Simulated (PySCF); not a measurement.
**Atomic charges against the basis set**

C2H10BOP.
SMILES with atom numbers: `[CH3:1][O+:2]([CH3:3])[BH2-:4][PH2:5]` (hydrogens: H6, H7, H8 on C1; H9, H10, H11 on C3; H12, H13 on B4; H14, H15 on P5)

PBE0 throughout (PySCF), one geometry, spherical d and f functions. The structure is a single PBE0-D3(BJ)/def2-SVP conformer in the gas phase; no vibrational or solvent corrections. Atoms taken as equivalent share a column and are averaged.

Mulliken charges (e):

```tsv
basis	functions	C1/C3	O2	B4	P5	H6 (×6)	H12/H13	H14/H15
STO-3G	39	-0.117	-0.126	-0.073	+0.128	+0.116	-0.098	-0.096
6-31G	69	-0.241	-0.543	-0.013	-0.114	+0.207	-0.046	+0.001
pcSseg-0	69	-0.338	-0.684	-0.080	-0.352	+0.263	+0.035	+0.074
6-31G*	94	-0.290	-0.423	-0.019	-0.224	+0.209	-0.038	+0.034
cc-pVDZ	124	+0.070	-0.251	-0.084	-0.158	+0.074	-0.059	+0.013
def2-SVP	124	+0.125	-0.359	-0.078	-0.125	+0.073	-0.053	-0.009
6-311+G(2d,p)	203	-0.276	-0.203	-0.135	-0.243	+0.175	-0.013	+0.055
aug-cc-pVDZ	209	+0.830	-0.528	-1.326	-1.026	-0.164	+0.748	+0.354
def2-TZVP	221	-0.225	-0.027	-0.201	-0.308	+0.149	-0.012	+0.058
IGLO-III	284	-0.216	-0.178	+0.019	+0.046	+0.143	-0.074	-0.083
cc-pVTZ	294	-0.124	-0.069	-0.230	-0.197	+0.116	+0.005	+0.019
pcSseg-2	327	+0.149	-0.341	-0.003	-0.076	+0.055	-0.075	-0.028
```

IAO charges (e):

```
        basis  functions   C1/C3      O2      B4      P5  H6 (×6)  H12/H13  H14/H15
       STO-3G         39  -0.239  -0.075  -0.286  +0.098   +0.155   -0.037   -0.058
        6-31G         69  -0.244  -0.163  -0.281  -0.080   +0.170   -0.013   +0.007
     pcSseg-0         69  -0.219  -0.170  -0.290  -0.092   +0.164   -0.012   +0.014
       6-31G*         94  -0.209  -0.172  -0.276  -0.026   +0.160   -0.019   -0.014
      cc-pVDZ        124  -0.208  -0.168  -0.292  -0.026   +0.159   -0.015   -0.011
     def2-SVP        124  -0.198  -0.166  -0.288  -0.016   +0.156   -0.019   -0.015
6-311+G(2d,p)        203  -0.218  -0.176  -0.296  -0.018   +0.163   -0.014   -0.013
  aug-cc-pVDZ        209  -0.216  -0.173  -0.291  -0.037   +0.162   -0.014   -0.007
    def2-TZVP        221  -0.215  -0.176  -0.294  -0.016   +0.163   -0.015   -0.014
     IGLO-III        284  -0.218  -0.177  -0.296  -0.012   +0.163   -0.015   -0.015
      cc-pVTZ        294  -0.217  -0.175  -0.292  -0.025   +0.163   -0.015   -0.011
     pcSseg-2        327  -0.216  -0.176  -0.292  -0.019   +0.163   -0.015   -0.014
```

Some averages cover members that differ in this geometry, most widely: H6 (×6), Mulliken in aug-cc-pVDZ -0.282 to -0.016; C1/C3, Mulliken in aug-cc-pVDZ +0.789 to +0.871; H6 (×6), Mulliken in 6-31G +0.189 to +0.252; H6 (×6), Mulliken in pcSseg-0 +0.245 to +0.304 e.

Which scheme is steadiest as the basis changes?

Largest range over the bases for any column: IAO 0.19 e, Mulliken 1.35 e. IAO charges move least and Mulliken charges most, counted in e. Without the minimal STO-3G basis the ranges are IAO 0.08, Mulliken 1.35 e.

How much do the charges still move between the two largest bases, cc-pVTZ and pcSseg-2?

At most, over all atoms: Mulliken 0.288 e, IAO 0.006 e.

What do the same runs give for the total energy, the frontier levels and the dipole moment?

```json
{"basis": "STO-3G", "energy (Eh)": "-517.1664", "HOMO (eV)": "-2.77", "LUMO (eV)": "5.54", "μ (D)": "5.11"}
{"basis": "6-31G", "energy (Eh)": "-523.1627", "HOMO (eV)": "-5.95", "LUMO (eV)": "1.31", "μ (D)": "5.11"}
{"basis": "pcSseg-0", "energy (Eh)": "-522.4507", "HOMO (eV)": "-6.06", "LUMO (eV)": "1.14", "μ (D)": "5.30"}
{"basis": "6-31G*", "energy (Eh)": "-523.2410", "HOMO (eV)": "-6.01", "LUMO (eV)": "1.34", "μ (D)": "5.03"}
{"basis": "cc-pVDZ", "energy (Eh)": "-523.2733", "HOMO (eV)": "-6.04", "LUMO (eV)": "1.05", "μ (D)": "4.95"}
{"basis": "def2-SVP", "energy (Eh)": "-523.0279", "HOMO (eV)": "-6.05", "LUMO (eV)": "1.04", "μ (D)": "5.03"}
{"basis": "6-311+G(2d,p)", "energy (Eh)": "-523.3299", "HOMO (eV)": "-6.21", "LUMO (eV)": "-0.08", "μ (D)": "4.95"}
{"basis": "aug-cc-pVDZ", "energy (Eh)": "-523.2870", "HOMO (eV)": "-6.20", "LUMO (eV)": "-0.35", "μ (D)": "4.91"}
{"basis": "def2-TZVP", "energy (Eh)": "-523.3463", "HOMO (eV)": "-6.19", "LUMO (eV)": "0.57", "μ (D)": "4.93"}
{"basis": "IGLO-III", "energy (Eh)": "-523.3514", "HOMO (eV)": "-6.15", "LUMO (eV)": "0.34", "μ (D)": "4.85"}
{"basis": "cc-pVTZ", "energy (Eh)": "-523.3464", "HOMO (eV)": "-6.18", "LUMO (eV)": "0.62", "μ (D)": "4.92"}
{"basis": "pcSseg-2", "energy (Eh)": "-523.3554", "HOMO (eV)": "-6.21", "LUMO (eV)": "0.19", "μ (D)": "4.94"}
```

The dipole is fixed by the density alone, so its range of 0.45 D shows that the density itself changes with the basis, not only its division among atoms.
